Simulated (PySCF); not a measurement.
# Stretching AsC⁺

Set-up: As aug-cc-pVDZ-PP with ECP10, C aug-cc-pVDZ; scalar-relativistic core potentials (PySCF 2.14). Energies in eV from As⁺ + C in their ground configurations at the same level. All curves are PBE0. state 1: ³Π (triplet), unpaired electrons σ ↑, π ↑; state 2: ³Σ⁻ (triplet), unpaired electrons π ↑↑, a second solution, started from another occupation; state 3: Ms = 0 determinant of mixed spin (⟨S²⟩ near 1.0), unpaired electrons σ ↓, π ↑, a second solution, started from another occupation; state 4: Ms = 0 determinant of mixed spin (⟨S²⟩ near 1.0), unpaired electrons π ↑↓, a mixture of terms (⟨Lz²⟩ = 2.0), a second solution, started from another occupation.

```csv
R (Å),state 1,state 2,state 3,state 4
1.505,-2.504,-0.660,-2.148,-0.313
1.575,-3.336,-1.903,-2.988,-1.569
1.645,-3.789,-2.729,-3.449,-2.408
1.698,-3.946,-3.142,-3.613,-2.829
1.750,-3.987,-3.415,-3.659,-3.111
1.802,-3.941,-3.579,-3.618,-3.282
1.873,-3.786,-3.664,-3.471,-3.376
1.960,-3.502,-3.613,-3.209,-3.336
2.065,-3.101,-3.400,-2.857,-3.131
2.205,-2.553,-2.965,-2.408,-2.705
```

Q: Put a parabola through the three lowest points of the state 1 curve and estimate Re, k and ωe (reduced mass 10.34 u; 1 eV/Å² = 0.16022 mdyn/Å; ωe = 1302.8·√(k/μ) cm⁻¹).

A: Through R = 1.698, 1.75, 1.802 Å the second-order coefficient is 16.1 eV/Å², so Re ≈ 1.749 Å, k ≈ 5.15 mdyn/Å and ωe ≈ 920 cm⁻¹. A polynomial fit of higher order to the unrounded PBE0 energies gives Re = 1.746 Å, k = 5.13 mdyn/Å, ωe = 918 cm⁻¹; anharmonicity and rounding make the difference.

The higher-order fit for each curve: state 1: Re = 1.746 Å, ωe = 918 cm⁻¹, De = 3.99 eV; state 2: Re = 1.886 Å, ωe = 755 cm⁻¹, minimum 3.67 eV below the ground-state fragments; state 3: Re = 1.749 Å, ωe = 914 cm⁻¹, minimum 3.66 eV below the ground-state fragments; state 4: Re = 1.892 Å, ωe = 750 cm⁻¹, minimum 3.38 eV below the ground-state fragments.

⟨S²⟩ of the unrestricted solution departs from its pure value on part of the curve, where spin states mix. Spin–orbit coupling is left out. For an ion De counts to the pair picked by the measured ionisation energies or electron affinities, which need not be the lowest pair at this level. The state is the lowest determinant that a PBE0 search found; another state may lie lower at other levels.
